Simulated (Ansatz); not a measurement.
Program: Ansatz. Geometries: PBE0-D4/def2-TZVP. ΔE: electronic, gas phase. CBS: MP2 limit from def2 TZ/QZ plus the TZ coupled-cluster correction, frozen cores. DFT in def2-TZVPP. For Ga, Ge, Se outer-core shells are correlated without core-valence functions, which leaves a few kJ/mol of doubt a bond. Scalar relativity is left out up to krypton. Each species was taken in one conformer, which may not be the lowest.

`C[O][GeH]([F])[SeH]` + `[F][Ga]([F])[SH]` → `[F][Ga]([F])[SeH]` + `C[O][GeH]([F])[SH]`  (redistribution)

```csv
species,PBE0-D4 energy (Eh)
`C[O][GeH]([F])[SeH]`,-4694.14856
`[F][Ga]([F])[SH]`,-2522.98406
`[F][Ga]([F])[SeH]`,-4526.19046
`C[O][GeH]([F])[SH]`,-2690.94424
```

(1) Work out ΔE.

Largest T1 diagnostic among the species: 0.014.

## Answers

(1) ΔE = (-4526.19046) + (-2690.94424) − (-4694.14856) − (-2522.98406) = -0.00208 Eh = -1.3 kcal/mol. CCSD(T)/CBS gives -1.3 kcal/mol.
